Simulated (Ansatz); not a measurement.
```yaml
atoms:
  - { symbol: F, position_ang: [0.7100, 0.0000, 2.8000] }
  - { symbol: F, position_ang: [-0.7100, 0.0000, 2.8000] }
  - { symbol: Li, position_ang: [1.3400, 0.0000, 0.0000] }
  - { symbol: Li, position_ang: [-1.3400, 0.0000, 0.0000] }
```

RHF on singlet Li2F2 was run in several spherical basis sets with Ansatz (development build ahead of 0.2.0). Caution for RHF: stretched shape with no unrestricted run beside it, a lower state can exist.

(1) Rank the basis sets by the total energy that they give, lowest first, with the distance from the lowest.
A. def2-SVP
B. 6-31G
C. cc-pVDZ

Results:

(1) C (0.00 eV), B (1.18 eV), A (5.33 eV).

Totals follow the description of the cores as much as that of the bonds, so this order isn't one of quality for chemistry.
